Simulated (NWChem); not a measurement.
System meant: CH₂NO, doublet; SMILES [NH]C=O

Here is an NWChem input.

```
start job
memory heap 200 mb stack 900 mb global 1100 mb
geometry units angstroms noautoz
  N      0.186231    -1.136432    -0.026404
  C     -0.447246     0.035605     0.028772
  O      0.236876     1.087632    -0.014444
  H      1.175457    -1.071256     0.277846
  H     -1.561132     0.051025    -0.038100
end
basis spherical
  * library def2-svp
end
dft
  odft
  mult 3
  xc b3lyp
  iterations 150
  mulliken
end
task dft energy
```

End of the output:

```
 Summary of "ao basis" -> "" (spherical)
 ------------------------------------------------------------------------------
       Tag                 Description            Shells   Functions and Types
 ---------------- ------------------------------  ------  ---------------------
 *                          def2-svp                  on all atoms

                                 NWChem DFT Module
                                 -----------------

 Summary of "ao basis" -> "ao basis" (spherical)
 ------------------------------------------------------------------------------
       Tag                 Description            Shells   Functions and Types
 ---------------- ------------------------------  ------  ---------------------
 N                          def2-svp                 6       14   3s2p1d
 C                          def2-svp                 6       14   3s2p1d
 O                          def2-svp                 6       14   3s2p1d
 H                          def2-svp                 3        5   2s1p

 Summary of "ao basis" -> "ao basis" (spherical)
 ------------------------------------------------------------------------------
       Tag                 Description            Shells   Functions and Types
 ---------------- ------------------------------  ------  ---------------------
 N                          def2-svp                 6       14   3s2p1d
 C                          def2-svp                 6       14   3s2p1d
 O                          def2-svp                 6       14   3s2p1d
 H                          def2-svp                 3        5   2s1p

  number of electrons :                   23
  multiplicity        :                    3
 ------------------------------------------------------------------------
  no. of electrons and multiplicity not compatible                  23
 ------------------------------------------------------------------------
 ------------------------------------------------------------------------
  current input line :
    20: task dft energy
 ------------------------------------------------------------------------
 ------------------------------------------------------------------------
 There is an error in the input file
 ------------------------------------------------------------------------
 For more information see the NWChem manual at https://nwchemgit.github.io

0: no. of electrons and multiplicity not compatible:Received an Error in Communication
```

**Question.** Find the fault in this run and fix the input.

**Answer.** The input was rejected before any calculation. Cause: the multiplicity doesn't fit the number of electrons (an even count wants an odd multiplicity, and the reverse). This input runs:
```
start job
memory heap 200 mb stack 900 mb global 1100 mb
geometry units angstroms noautoz
  N      0.186231    -1.136432    -0.026404
  C     -0.447246     0.035605     0.028772
  O      0.236876     1.087632    -0.014444
  H      1.175457    -1.071256     0.277846
  H     -1.561132     0.051025    -0.038100
end
basis spherical
  * library def2-svp
end
dft
  odft
  mult 2
  xc b3lyp
  iterations 150
  mulliken
end
task dft energy
```
It converges to -169.07789 Ha (B3LYP/def2-SVP, spin-unrestricted).
